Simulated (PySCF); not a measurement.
An equivalent PySCF input for I⁺ (iodine, charge +1), [Kr] 4d10 5s2 5p4, high-spin 3P determinant, with scalar relativity through the core potential:

```python
from pyscf import gto, scf, dft, mp, cc
import basis_set_exchange as bse
txt = bse.get_basis("cc-pV5Z-PP", elements=["I"], fmt="nwchem", header=False)
cut = txt.index("\nECP")
mol = gto.M(atom="I 0 0 0", charge=1, spin=2, symmetry="D2h",
            basis=gto.basis.parse(txt[:cut]),
            ecp={"I": gto.basis.parse_ecp(txt[cut:])})
mf = dft.UKS(mol, xc="PBE")
mf.irrep_nelec = {'Ag': (4, 4), 'B1g': (1, 1), 'B2g': (1, 1), 'B3g': (1, 1), 'B1u': (2, 1), 'B2u': (2, 2), 'B3u': (2, 1)}
mf.kernel()
```

It reaches the same state as the run whose output follows, with an energy that differs only through the grid. The run itself started from symmetry-adapted Hartree-Fock orbitals and held the occupation by maximum overlap, on a logarithmic radial grid, so the iterations belong to that start.

```
SCF conv_tol = 1e-09
number electrons alpha = 13  beta = 11
XC functionals = PBE
    J. P. Perdew, K. Burke, and M. Ernzerhof.,  Phys. Rev. Lett. 77, 3865 (1996)
    J. P. Perdew, K. Burke, and M. Ernzerhof.,  Phys. Rev. Lett. 78, 1396 (1997)
    J. P. Perdew, K. Burke, and M. Ernzerhof.,  Phys. Rev. Lett. 77, 3865 (1996)
    J. P. Perdew, K. Burke, and M. Ernzerhof.,  Phys. Rev. Lett. 78, 1396 (1997)
cycle= 1 E= -295.285471833381  delta_E= -0.00956  |g|= 0.0251  |ddm|=    1
cycle= 2 E= -295.28568745487  delta_E= -0.000216  |g|= 0.0067  |ddm|= 0.0715
cycle= 3 E= -295.285701810825  delta_E= -1.44e-05  |g|= 0.000304  |ddm|= 0.0163
cycle= 4 E= -295.285701884306  delta_E= -7.35e-08  |g|= 7.2e-05  |ddm|= 0.000855
cycle= 5 E= -295.285701886182  delta_E= -1.88e-09  |g|= 3.84e-05  |ddm|= 0.000295
cycle= 6 E= -295.285701886516  delta_E= -3.33e-10  |g|= 2.92e-06  |ddm|= 0.000106
converged SCF energy = -295.285701886516  <S^2> = 2.0027995  2S+1 = 3.0018657
```

Energies and moments cover only the electrons outside the core potential.
